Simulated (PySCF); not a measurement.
## Excitation energy of Hf by level of theory

Hf [Xe] 4f14 5d2 6s2 (3F) → Hf [Xe] 4f14 5d4 (5D), as a difference of total energies. Calculation: PySCF 2.14, in ANO-RCC-VTZP (8s7p5d3f2g1h, 104 functions); the spin-free X2C one-electron Hamiltonian (Gaussian nucleus). Correlated levels: valence: [Xe] 4f14 frozen; valence and next inner shell: [Kr] 4d10 4f14 frozen. The calculations carry no spin-orbit coupling.

```
                                method  excitation energy (eV)
                                   UHF                   4.412
                                   LDA                   4.352
                                   PBE                   4.309
                                  PBE0                   4.304
                                r2SCAN                   4.397
                     SCS-MP2 (valence)                   5.283
SCS-MP2 (valence and next inner shell)                   5.206
```

Task: Estimate what MP2 (valence) gives.

Result: 4.749 eV, closest to UHF among the rows shown.

Task: Estimate what MP2 (valence and next inner shell) gives.

Result: 4.746 eV, closest to UHF among the rows shown.

A first-order spin-orbit estimate (lowest level to lowest level, LS coupling) adds 0.150 eV.
